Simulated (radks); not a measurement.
The numbers below are computed, except where a source is named.
Spherical jellium clusters: N electrons in a uniform positive sphere of charge N and radius rs N^(1/3), rs = 4.26 bohr. Level of theory: non-relativistic Kohn-Sham, PBEsol, spin-polarised, spherical densities (a radial shooting solver with Libxc functionals). Levels are named by radial order and angular momentum (1s, 1p, 1d, 2s, ...), and open shells are averaged over m.

N = 17, configuration 1s2 1p6 1d(up 5, down 4). This is the lowest configuration that the search found. Occupied levels:

level,occupation,eigenvalue (eV),<r> (bohr)
1s up,1,-4.6549,6.677
1s down,1,-4.6156,6.542
1p up,3,-3.8661,8.084
1p down,3,-3.7951,8.035
1d up,5,-2.9133,9.041
1d down,4,-2.8307,9.030

Energy (eV): total -31.3604, kinetic 26.484, external -851.45, Hartree 421.56, exchange-correlation -58.724, background 430.77.
